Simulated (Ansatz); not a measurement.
Relaxation of In20 (relaxed from a model of In20 flat piece, whose bonding it doesn't keep) with RKS PBE-D4/def2-SVP.

```sh
$ ansatz run in.yaml --threads 4 --pin off --events-out ev --progress --plain --max-ram 66560MiB --backend cuda --devices 0, --max-vram 37GiB
```

```yaml
crystal:
  periodic: [false, false, false]
  atoms:
    - {symbol: In, position_ang: [-5.349800, -5.443500, 0.005000]}
    - {symbol: In, position_ang: [-3.799500, -2.714300, 0.006700]}
    - {symbol: In, position_ang: [-5.363100, 0.008700, 0.005500]}
    - {symbol: In, position_ang: [-3.775600, 2.728300, 0.008200]}
    - {symbol: In, position_ang: [-5.366000, 5.453400, -0.007200]}
    - {symbol: In, position_ang: [-2.196000, -5.455200, -0.004400]}
    - {symbol: In, position_ang: [-0.641700, -2.731800, 0.000100]}
    - {symbol: In, position_ang: [-2.209100, 0.019400, 0.015100]}
    - {symbol: In, position_ang: [-0.670700, 2.699600, -0.002600]}
    - {symbol: In, position_ang: [-2.211300, 5.459000, 0.003300]}
    - {symbol: In, position_ang: [0.976800, -5.472500, -0.005700]}
    - {symbol: In, position_ang: [2.550600, -2.718200, 0.009900]}
    - {symbol: In, position_ang: [0.937300, -0.024700, 0.002500]}
    - {symbol: In, position_ang: [2.521600, 2.709500, -0.010200]}
    - {symbol: In, position_ang: [0.943900, 5.441600, -0.001500]}
    - {symbol: In, position_ang: [4.096400, -5.455300, -0.007600]}
    - {symbol: In, position_ang: [5.678900, -2.714500, 0.004800]}
    - {symbol: In, position_ang: [4.082700, 0.011000, -0.007500]}
    - {symbol: In, position_ang: [5.683200, 2.711800, 0.013700]}
    - {symbol: In, position_ang: [4.094700, 5.437100, -0.004700]}
basis:
  gaussian: {orbitals: def2-SVP, fitting: {mean_field: def2-universal-jkfit}}
hamiltonian: {xc: pbe, dispersion: d4}
scf: {lower_state_search: "off"}
output: {orbitals: {seedname: orbitals}}
relax: {f_tol: 0.03, max_steps: 70}
```

Hardware: 4 threads of AMD EPYC 7R13 on a shared host and a share (37 GiB) of an NVIDIA H100 80GB HBM3. Wall time 5.1 min, peak host memory 1.3 GiB.

Positions (Å) and forces (eV/Å) at steps 1, 2, 3, 4, 5, 7, 10, 11, 12, 13, 14, 15, 16, 18 of 58:

```xyz
20
step=1 energy=-103499.6199 eV
In   -5.350   -5.444    0.005    0.274    0.153    0.018
In   -3.800   -2.714    0.007    0.241    0.145   -0.121
In   -5.363    0.009    0.005    0.104    0.003    0.008
In   -3.776    2.728    0.008    0.127   -0.123    0.109
In   -5.366    5.453   -0.007    0.281   -0.165   -0.017
In   -2.196   -5.455   -0.004   -0.072    0.077    0.042
In   -0.642   -2.732    0.000    0.097    0.038    0.202
In   -2.209    0.019    0.015   -0.152   -0.134   -0.005
In   -0.671    2.700   -0.003    0.212    0.042   -0.198
In   -2.211    5.459    0.003   -0.058   -0.061   -0.040
In    0.977   -5.473   -0.006   -0.091    0.326   -0.185
In    2.551   -2.718    0.010   -0.109    0.009    0.010
In    0.937   -0.025    0.003   -0.017    0.040    0.005
In    2.522    2.709   -0.010   -0.074   -0.026   -0.016
In    0.944    5.442   -0.002   -0.059   -0.309    0.183
In    4.096   -5.455   -0.008   -0.165   -0.006    0.138
In    5.679   -2.715    0.005   -0.105    0.210   -0.121
In    4.083    0.011   -0.007   -0.099   -0.024    0.003
In    5.683    2.712    0.014   -0.138   -0.213    0.118
In    4.095    5.437   -0.005   -0.198    0.017   -0.135
20
step=2 energy=-103500.0149 eV
In   -5.251   -5.310    0.013    0.159    0.121    0.011
In   -3.683   -2.626   -0.061    0.047   -0.004   -0.064
In   -5.333    0.002    0.011    0.015    0.005    0.001
In   -3.673    2.631    0.067    0.017   -0.010    0.063
In   -5.264    5.315   -0.016    0.173   -0.132   -0.010
In   -2.155   -5.366    0.031   -0.048    0.013    0.021
In   -0.608   -2.655    0.159   -0.021   -0.065    0.099
In   -2.198   -0.005    0.012   -0.047   -0.003    0.000
In   -0.615    2.637   -0.157   -0.016    0.081   -0.101
In   -2.164    5.370   -0.029   -0.049   -0.022   -0.022
In    0.932   -5.332   -0.133   -0.014    0.092   -0.095
In    2.490   -2.658    0.013   -0.001   -0.033    0.019
In    0.906   -0.012    0.009    0.029    0.017   -0.002
In    2.472    2.652   -0.017    0.036    0.024   -0.018
In    0.914    5.316    0.124    0.018   -0.073    0.095
In    4.013   -5.389    0.079   -0.100   -0.019    0.078
In    5.602   -2.631   -0.099   -0.054    0.129   -0.073
In    3.985    0.005   -0.007    0.056   -0.018    0.002
In    5.600    2.626    0.115   -0.073   -0.125    0.071
In    4.013    5.378   -0.091   -0.125    0.024   -0.076
20
step=3 energy=-103500.1195 eV
In   -5.187   -5.222    0.025   -0.012    0.051   -0.002
In   -3.636   -2.600   -0.179    0.034   -0.015    0.018
In   -5.325   -0.002    0.013   -0.042    0.000   -0.002
In   -3.631    2.596    0.185    0.026    0.014   -0.014
In   -5.189    5.214   -0.028   -0.005   -0.052    0.003
In   -2.146   -5.367    0.052    0.085    0.047   -0.001
In   -0.605   -2.656    0.354   -0.064   -0.039   -0.052
In   -2.182   -0.004    0.015    0.103   -0.001   -0.002
In   -0.607    2.647   -0.357   -0.059    0.042    0.055
In   -2.146    5.361   -0.051    0.066   -0.047   -0.003
In    0.906   -5.287   -0.289   -0.049    0.030    0.017
In    2.476   -2.653    0.053   -0.063    0.078    0.014
In    0.906   -0.005    0.004    0.041    0.005   -0.001
In    2.470    2.649   -0.058   -0.061   -0.076   -0.015
In    0.900    5.285    0.280   -0.033   -0.037   -0.016
In    3.940   -5.386    0.212    0.010   -0.065    0.009
In    5.566   -2.590   -0.237    0.034    0.029   -0.012
In    3.980    0.000   -0.003   -0.060   -0.007    0.000
In    5.556    2.585    0.252    0.038   -0.020    0.013
In    3.936    5.384   -0.219    0.010    0.062   -0.008
20
step=4 energy=-103500.1343 eV
In   -5.176   -5.164    0.027   -0.021    0.013    0.002
In   -3.610   -2.576   -0.186   -0.025   -0.018   -0.011
In   -5.322   -0.004    0.009   -0.032    0.000   -0.001
In   -3.610    2.569    0.197   -0.025    0.018    0.012
In   -5.179    5.154   -0.027   -0.020   -0.014   -0.002
In   -2.131   -5.340    0.048   -0.006   -0.019    0.001
In   -0.617   -2.651    0.317    0.026    0.000   -0.006
In   -2.149   -0.004    0.013    0.013    0.002   -0.001
In   -0.618    2.645   -0.317    0.023    0.001    0.007
In   -2.134    5.333   -0.049   -0.002    0.020   -0.001
In    0.895   -5.267   -0.288    0.002   -0.013   -0.002
In    2.457   -2.635    0.075   -0.007    0.003    0.011
In    0.915   -0.002    0.001   -0.009   -0.003    0.000
In    2.457    2.632   -0.081   -0.010   -0.001   -0.012
In    0.895    5.264    0.280   -0.003    0.012    0.003
In    3.925   -5.389    0.236    0.004   -0.051    0.011
In    5.555   -2.574   -0.253    0.034    0.026   -0.011
In    3.958   -0.001   -0.002    0.015   -0.002    0.001
In    5.548    2.571    0.268    0.037   -0.024    0.011
In    3.926    5.387   -0.243    0.006    0.049   -0.011
20
step=5 energy=-103500.0556 eV rejected
In   -5.271   -4.989    0.048    0.030   -0.107    0.012
In   -3.619   -2.550   -0.273    0.144    0.096   -0.032
In   -5.383   -0.005    0.002    0.034    0.003    0.002
In   -3.623    2.545    0.294    0.162   -0.113    0.032
In   -5.266    4.975   -0.044    0.012    0.129   -0.018
In   -2.173   -5.334    0.034   -0.021   -0.012    0.010
In   -0.588   -2.661    0.246   -0.077    0.019   -0.016
In   -2.128   -0.001    0.008   -0.037   -0.004    0.001
In   -0.592    2.656   -0.241   -0.074   -0.025    0.014
In   -2.171    5.330   -0.043   -0.029    0.009   -0.007
In    0.890   -5.277   -0.292   -0.026   -0.071    0.014
In    2.512   -2.669    0.125    0.130   -0.046    0.005
In    0.944   -0.003   -0.004    0.017    0.003    0.000
In    2.509    2.663   -0.135    0.125    0.046   -0.004
In    0.888    5.271    0.287   -0.014    0.076   -0.014
In    3.911   -5.540    0.348    0.006    0.297   -0.077
In    5.639   -2.482   -0.352   -0.189   -0.170    0.078
In    3.957   -0.002    0.002    0.002    0.008    0.002
In    5.634    2.490    0.363   -0.194    0.153   -0.081
In    3.911    5.532   -0.351    0.000   -0.291    0.077
20
step=7 energy=-103500.1435 eV
In   -5.221   -5.080    0.029    0.015   -0.006    0.003
In   -3.597   -2.563   -0.303    0.014    0.000   -0.022
In   -5.351   -0.004    0.006    0.004    0.000    0.001
In   -3.598    2.557    0.320    0.016   -0.001    0.021
In   -5.223    5.071   -0.030    0.014    0.007   -0.004
In   -2.160   -5.353    0.040   -0.012    0.010    0.007
In   -0.605   -2.664    0.242    0.004    0.001   -0.006
In   -2.139   -0.002    0.010   -0.005   -0.001    0.000
In   -0.608    2.658   -0.239    0.006   -0.001    0.006
In   -2.162    5.348   -0.044   -0.014   -0.011   -0.006
In    0.885   -5.301   -0.266    0.014    0.005    0.006
In    2.482   -2.660    0.138    0.016   -0.024    0.003
In    0.932   -0.003   -0.002    0.002    0.001    0.000
In    2.478    2.655   -0.147    0.016    0.023   -0.003
In    0.883    5.296    0.261    0.014   -0.004   -0.005
In    3.925   -5.457    0.294   -0.002    0.083   -0.019
In    5.596   -2.543   -0.266   -0.047   -0.039    0.020
In    3.955   -0.002    0.002   -0.005    0.001    0.000
In    5.590    2.543    0.277   -0.045    0.034   -0.020
In    3.923    5.452   -0.298   -0.003   -0.078    0.018
20
step=10 energy=-103500.1727 eV
In   -5.224   -4.952    0.047    0.011    0.039    0.000
In   -3.549   -2.531   -0.692    0.017   -0.013    0.006
In   -5.335   -0.001    0.008    0.014    0.000    0.000
In   -3.546    2.527    0.710    0.017    0.014   -0.006
In   -5.224    4.938   -0.055    0.010   -0.041    0.000
In   -2.186   -5.303    0.125    0.004    0.029   -0.002
In   -0.601   -2.650    0.108   -0.011   -0.005   -0.003
In   -2.151   -0.003    0.010   -0.025    0.000    0.000
In   -0.601    2.643   -0.108   -0.011    0.005    0.003
In   -2.187    5.296   -0.128    0.005   -0.029    0.002
In    0.877   -5.298   -0.223   -0.013    0.002   -0.003
In    2.459   -2.662    0.248   -0.031    0.007   -0.001
In    0.930   -0.003   -0.003   -0.004    0.000    0.000
In    2.457    2.658   -0.256   -0.029   -0.007    0.001
In    0.875    5.291    0.228   -0.011   -0.001    0.003
In    3.941   -5.417    0.270    0.002   -0.028    0.001
In    5.600   -2.519   -0.103    0.030    0.023    0.005
In    3.916   -0.001    0.002   -0.002    0.001    0.000
In    5.596    2.517    0.112    0.026   -0.021   -0.005
In    3.937    5.416   -0.278    0.003    0.025   -0.001
20
step=11 energy=-103500.1856 eV
In   -5.243   -4.801    0.093    0.023    0.062   -0.008
In   -3.502   -2.495   -0.876   -0.002   -0.014    0.036
In   -5.325    0.001    0.006    0.050    0.002   -0.001
In   -3.496    2.493    0.898   -0.001    0.014   -0.038
In   -5.243    4.782   -0.103    0.023   -0.065    0.009
In   -2.210   -5.252    0.157    0.001    0.023   -0.006
In   -0.592   -2.640    0.053   -0.011   -0.020   -0.009
In   -2.149   -0.003    0.010   -0.057    0.003    0.001
In   -0.591    2.634   -0.050   -0.012    0.017    0.010
In   -2.211    5.245   -0.160    0.001   -0.023    0.007
In    0.863   -5.302   -0.218   -0.006    0.005    0.000
In    2.448   -2.668    0.281   -0.008    0.003   -0.006
In    0.927   -0.003   -0.004    0.022    0.002   -0.001
In    2.446    2.665   -0.289   -0.007   -0.005    0.007
In    0.861    5.296    0.227   -0.005   -0.005    0.001
In    3.940   -5.418    0.246   -0.003   -0.001   -0.002
In    5.617   -2.491   -0.007   -0.001    0.006    0.006
In    3.896   -0.001    0.000   -0.001    0.001   -0.001
In    5.613    2.491    0.016   -0.004   -0.006   -0.006
In    3.936    5.417   -0.256   -0.001    0.001    0.001
20
step=12 energy=-103500.1993 eV
In   -5.263   -4.631    0.158    0.023    0.068   -0.013
In   -3.460   -2.456   -0.987   -0.024   -0.040    0.032
In   -5.298    0.008    0.000    0.022    0.003   -0.001
In   -3.448    2.455    1.017   -0.028    0.045   -0.033
In   -5.262    4.601   -0.172    0.025   -0.075    0.015
In   -2.238   -5.213    0.165   -0.008    0.016   -0.004
In   -0.584   -2.640   -0.005    0.012    0.015   -0.010
In   -2.144   -0.002    0.013    0.001   -0.004    0.000
In   -0.581    2.633    0.010    0.014   -0.012    0.013
In   -2.239    5.204   -0.168   -0.008   -0.016    0.003
In    0.845   -5.311   -0.213    0.008    0.000   -0.003
In    2.441   -2.673    0.276    0.003   -0.008   -0.003
In    0.941   -0.003   -0.009   -0.041   -0.003    0.000
In    2.440    2.671   -0.283    0.003    0.012    0.002
In    0.845    5.306    0.225    0.008   -0.001    0.005
In    3.929   -5.421    0.230   -0.004    0.005    0.000
In    5.622   -2.483    0.063   -0.015   -0.006    0.002
In    3.892   -0.001   -0.002    0.028   -0.001    0.000
In    5.618    2.484   -0.051   -0.016    0.006   -0.001
In    3.926    5.421   -0.243   -0.003   -0.003   -0.001
20
step=13 energy=-103500.2170 eV
In   -5.282   -4.469    0.221    0.021    0.054   -0.004
In   -3.433   -2.427   -1.056   -0.005   -0.024    0.017
In   -5.271    0.020   -0.008    0.003    0.008   -0.002
In   -3.414    2.429    1.100   -0.005    0.023   -0.020
In   -5.279    4.419   -0.239    0.022   -0.067    0.006
In   -2.264   -5.169    0.175   -0.005    0.011   -0.007
In   -0.565   -2.628   -0.071   -0.008   -0.038   -0.016
In   -2.129   -0.003    0.016   -0.043    0.009    0.005
In   -0.558    2.622    0.086   -0.007    0.030    0.018
In   -2.264    5.157   -0.184   -0.003   -0.011    0.005
In    0.832   -5.316   -0.223   -0.012    0.005    0.006
In    2.440   -2.679    0.268    0.011    0.016   -0.009
In    0.941   -0.004   -0.012    0.081    0.004   -0.003
In    2.439    2.680   -0.282    0.009   -0.020    0.010
In    0.833    5.313    0.240   -0.011   -0.004   -0.005
In    3.913   -5.431    0.230   -0.001   -0.002    0.000
In    5.618   -2.497    0.092   -0.005   -0.010    0.002
In    3.906   -0.001   -0.005   -0.034    0.002   -0.001
In    5.611    2.499   -0.074   -0.008    0.009    0.000
In    3.911    5.434   -0.248    0.001    0.005   -0.001
20
step=14 energy=-103500.2377 eV
In   -5.296   -4.321    0.278    0.008    0.039    0.006
In   -3.414   -2.401   -1.103    0.007   -0.006   -0.007
In   -5.260    0.039   -0.020   -0.012    0.009   -0.005
In   -3.382    2.408    1.168    0.002    0.020    0.012
In   -5.290    4.241   -0.303    0.009   -0.058   -0.003
In   -2.292   -5.141    0.168   -0.011    0.007    0.002
In   -0.555   -2.633   -0.135    0.011    0.042   -0.014
In   -2.127    0.001    0.024    0.042   -0.009    0.000
In   -0.542    2.625    0.158    0.019   -0.034    0.021
In   -2.291    5.124   -0.186   -0.009   -0.011   -0.007
In    0.815   -5.324   -0.210    0.003   -0.007    0.002
In    2.445   -2.681    0.242   -0.006   -0.019   -0.005
In    0.977   -0.003   -0.020   -0.097   -0.004   -0.002
In    2.443    2.684   -0.258   -0.006    0.022    0.003
In    0.818    5.323    0.228    0.003    0.006   -0.001
In    3.899   -5.442    0.230   -0.004   -0.008    0.002
In    5.615   -2.513    0.107   -0.007   -0.006   -0.003
In    3.915   -0.001   -0.008    0.059    0.000    0.000
In    5.605    2.515   -0.082   -0.011    0.005    0.005
In    3.899    5.449   -0.254   -0.001    0.012   -0.004
20
step=15 energy=-103500.2648 eV
In   -5.305   -4.176    0.326    0.006    0.040    0.010
In   -3.390   -2.372   -1.155    0.008   -0.006   -0.020
In   -5.245    0.067   -0.036   -0.010    0.000   -0.007
In   -3.344    2.389    1.248    0.007    0.019    0.021
In   -5.295    4.054   -0.359    0.012   -0.055   -0.007
In   -2.316   -5.104    0.174   -0.008    0.015   -0.001
In   -0.541   -2.622   -0.197    0.002   -0.008   -0.018
In   -2.115    0.003    0.035   -0.002    0.004    0.007
In   -0.518    2.615    0.241    0.009    0.008    0.029
In   -2.314    5.077   -0.208   -0.007   -0.023   -0.006
In    0.798   -5.332   -0.201   -0.005    0.003    0.008
In    2.445   -2.689    0.220    0.000    0.004   -0.009
In    0.976   -0.004   -0.030    0.030    0.000   -0.005
In    2.444    2.696   -0.243   -0.003   -0.003    0.007
In    0.804    5.334    0.221   -0.003   -0.003   -0.008
In    3.881   -5.461    0.236   -0.006   -0.003    0.001
In    5.607   -2.537    0.107   -0.007   -0.010   -0.003
In    3.934   -0.001   -0.011   -0.008    0.000   -0.001
In    5.594    2.540   -0.075   -0.014    0.008    0.005
In    3.884    5.473   -0.267   -0.001    0.010   -0.005
20
step=16 energy=-103500.2968 eV
In   -5.309   -4.006    0.375    0.002    0.051    0.010
In   -3.358   -2.341   -1.231    0.020   -0.008   -0.025
In   -5.231    0.072   -0.044   -0.033   -0.027   -0.004
In   -3.315    2.369    1.333    0.013    0.024    0.022
In   -5.295    3.867   -0.413    0.026   -0.037   -0.006
In   -2.342   -5.057    0.181   -0.001    0.018   -0.002
In   -0.526   -2.613   -0.270    0.000   -0.017   -0.022
In   -2.106    0.004    0.052   -0.007    0.012    0.007
In   -0.491    2.606    0.352    0.000    0.014    0.034
In   -2.333    5.013   -0.239   -0.006   -0.035   -0.002
In    0.777   -5.338   -0.181   -0.008    0.003    0.012
In    2.445   -2.695    0.193    0.002    0.006   -0.011
In    0.989   -0.004   -0.046    0.046    0.005   -0.008
In    2.442    2.706   -0.227   -0.002   -0.008    0.010
In    0.787    5.342    0.204   -0.010   -0.008   -0.014
In    3.859   -5.479    0.243   -0.005   -0.003    0.001
In    5.598   -2.562    0.103   -0.009   -0.013   -0.004
In    3.950   -0.001   -0.014   -0.014    0.005    0.001
In    5.577    2.566   -0.062   -0.016    0.009    0.006
In    3.867    5.499   -0.286    0.001    0.007   -0.006
20
step=18 energy=-103500.3707 eV
In   -5.293   -3.622    0.451    0.037    0.054   -0.016
In   -3.265   -2.282   -1.421   -0.050    0.014    0.018
In   -5.261   -0.015    0.018    0.076    0.009    0.016
In   -3.289    2.321    1.516   -0.020   -0.050   -0.005
In   -5.227    3.545   -0.516    0.014   -0.057   -0.011
In   -2.374   -4.912    0.216   -0.002    0.036   -0.009
In   -0.473   -2.583   -0.485   -0.018    0.000   -0.005
In   -2.114    0.047    0.017   -0.011    0.001   -0.012
In   -0.443    2.571    0.651    0.017   -0.021    0.039
In   -2.332    4.827   -0.294    0.003   -0.016   -0.011
In    0.731   -5.346   -0.090   -0.016    0.024    0.016
In    2.434   -2.702    0.122    0.011    0.001   -0.008
In    1.028    0.012   -0.109   -0.034    0.007   -0.015
In    2.424    2.719   -0.160    0.001    0.007    0.009
In    0.742    5.332    0.126   -0.019    0.000   -0.004
In    3.811   -5.526    0.273   -0.001   -0.005    0.004
In    5.550   -2.620    0.073   -0.005   -0.004   -0.005
In    3.983    0.013    0.009    0.019   -0.013    0.002
In    5.532    2.632   -0.011    0.003    0.015    0.011
In    3.819    5.539   -0.362   -0.004   -0.003   -0.014
```

In the def2 sets In takes a core potential; there is no spin–orbit coupling. Single mean-field runs in def2-SVP are fitted with def2-universal-jkfit. The restricted singlet is unstable towards broken spin symmetry in Hartree–Fock (as tested in another run); at PBE-D4/def2-SVP this wasn't settled.
